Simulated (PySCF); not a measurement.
Br3Ga. Atoms are numbered in the order given.

```xyz
4

Ga     0.0000     0.0000     0.0000
Br     2.2842     0.0000     0.0000
Br    -1.1421    -1.9782     0.0000
Br    -1.1421     1.9782     0.0000
```

Geometry: PBE-D3(BJ)/def2-SVP. The isomer is the one that the SMILES or the coordinates give; other isomers of the formula were not compared.

Computed with PBE-D3(BJ)/def2-SVP (PySCF).

Frequencies are harmonic and unscaled.

Modes within 1.5 cm⁻¹ of each other (mostly degenerate sets) share a row, with their intensities summed.

Question: Give all harmonic wavenumbers and intensities. (The exact figures need the calculation; the answer reports its results.)

Answer: 
| mode | ν (cm⁻¹) | IR (km/mol) | moving atoms (share of kinetic energy) |
|---|---|---|---|
| 1–2 | 78 | 3.7 | Br 86 %, Ga 14 % |
| 3 | 105 | 3.9 | Ga 77 %, Br 23 % |
| 4 | 218 | 0.0 | Br 100 % |
| 5–6 | 342 | 117.2 | Ga 64 %, Br 36 % |
